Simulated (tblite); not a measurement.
C2H6F3P3.
Z-matrix (Å and degrees, GFN2-xTB geometry), rows numbered from 1:
```
C 
P   1  1.8461
P   2  2.1853  1   99.84
P   3  2.1731  2   95.21  1    82.51
C   2  1.8813  1   95.58  3   -94.85
F   5  1.3413  2  110.49  1   -71.45
F   5  1.3418  2  114.42  1    48.55
F   5  1.3392  2  111.29  1   169.66
H   1  1.0905  2  111.66  3    40.25
H   1  1.0902  2  108.53  3   161.64
H   1  1.0895  2  108.09  3   -80.75
H   3  1.4010  2   91.75  1   176.42
H   4  1.3932  3   92.27  2   171.17
H   4  1.3959  3   93.56  2   -96.72
```

Level: GFN2-xTB in tblite, geometry and Hessian alike; calculated harmonic values, unscaled, isolated species. Errors from tens to a few hundred cm⁻¹ against measured bands are possible. Modes of hydrogen on phosphorus can be 10 to 20 % off. One conformer, not necessarily the lowest.

Harmonic wavenumbers (cm⁻¹): 28.4, 44.4, 79.6, 125.8, 132.2, 169.1, 187.6, 194.8, 255.2, 291.9, 419.3, 461.7, 473.4, 491.0, 504.3, 625.4, 671.0, 721.3, 752.6, 771.6, 861.2, 885.5, 899.6, 1042.1, 1054.3, 1086.2, 1117.0, 1316.4, 1420.6, 1433.9, 2226.8, 2251.8, 2312.7, 2983.0, 2997.2, 3006.7.

A = 2347, B = 690.1, C = 624.2 MHz; mass 179.963 u (most abundant isotopes); point group C1, symmetry number 1.

Problem. What is the zero-point energy?

Solution. ½Σν̃ = 17148 cm⁻¹ = 205.13 kJ/mol.

Problem. Entropy at 273.15 K, 1 bar (ideal gas, RRHO, classical rotation)?

Solution. Translation 171.80, rotation 125.02, vibration 142.66: S = 439.5 J/(mol K).

Problem. And Cp and H(273.15 K) − H(0)?

Solution. Cp = 161.29 J/(mol K), of which vibrations give 128.03 (their classical limit is 36 R = 299.3); H(273.15 K) − H(0) = 28.46 kJ/mol without the zero-point energy, 19.38 from vibrations.

Problem. What must be added to the electronic energy to get the Gibbs energy at 273.15 K and 1 bar?

Solution. ZPE + [H(273.15 K) − H(0)] − T·S = 205.13 + 28.46 − 120.04 = 113.55 kJ/mol.

Problem. Which modes carry the vibrational entropy at 273.15 K?

Solution. 28.4 cm⁻¹: 24.12; 44.4 cm⁻¹: 20.41; 79.6 cm⁻¹: 15.60; 125.8 cm⁻¹: 11.89; 132.2 cm⁻¹: 11.49; 169.1 cm⁻¹: 9.55 J/(mol K); the other 30 give 49.60 together.

Hindered rotation and anharmonicity are outside this model. Other conformers, if any are populated, would add a mixing term that is left out. The structure is chiral; the term R ln 2 for an equal mix with its mirror image is left out.
